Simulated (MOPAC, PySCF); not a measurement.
C2H6I2InN, SMILES `C[N](C)[In]([I])[I]` (C–N–In–I torsion 180°), neutral singlet in the gas phase. 

Cartesian coordinates (Å):
```xyz
12

C     -1.1671     0.8198    -0.4294
N     -0.0879    -0.0266     0.0034
C     -0.4934    -1.3024     0.5285
In     1.8405     0.5343    -0.1103
I      3.7267    -1.1382     0.7405
I      2.4317     2.9279    -1.1090
H     -1.8651     1.0516     0.4003
H     -0.7912     1.7780    -0.8207
H     -1.7644     0.3448    -1.2337
H      0.3766    -1.9014     0.8395
H     -1.0533    -1.8961    -0.2221
H     -1.1529    -1.1917     1.4130
```
Charge 0, spin multiplicity 1.

All levels are single points at this geometry (PBE0-D3(BJ)/def2-SVP); Pople sets use spherical d functions. Orbital energies aren't observables, and empty levels follow the basis.

PBE/6-31G* (LANL2DZ on I, In) in PySCF gives HOMO (eV) = -5.26.

Task: Estimate the HOMO (eV) from each of these levels: PBE-D3(BJ)/def2-TZVP in PySCF; ωB97X-D3(BJ)/def2-TZVP in PySCF; B3LYP/6-311+G** (LANL2DZ on I, In) in PySCF; B3LYP/6-31G* (LANL2DZ on I, In) in PySCF; B3LYP/LANL2DZ in PySCF; BP86/6-31G* (LANL2DZ on I, In) in PySCF; M06-2X/6-31G* (LANL2DZ on I, In) in PySCF; SVWN5/6-31G* (LANL2DZ on I, In) in PySCF; HF/6-31G* (LANL2DZ on I, In) in PySCF; PM3 in MOPAC; PM6 in MOPAC; PM7 in MOPAC.

Result: 
```csv
level,HOMO (eV)
PBE-D3(BJ)/def2-TZVP in PySCF,-5.28
ωB97X-D3(BJ)/def2-TZVP in PySCF,-8.86
"B3LYP/6-311+G** (LANL2DZ on I, In) in PySCF",-6.35
"B3LYP/6-31G* (LANL2DZ on I, In) in PySCF",-6.22
B3LYP/LANL2DZ in PySCF,-6.16
"BP86/6-31G* (LANL2DZ on I, In) in PySCF",-5.37
"M06-2X/6-31G* (LANL2DZ on I, In) in PySCF",-7.70
"SVWN5/6-31G* (LANL2DZ on I, In) in PySCF",-5.32
"HF/6-31G* (LANL2DZ on I, In) in PySCF",-9.53
PM3 in MOPAC,-9.88
PM6 in MOPAC,-8.81
PM7 in MOPAC,-8.83
```
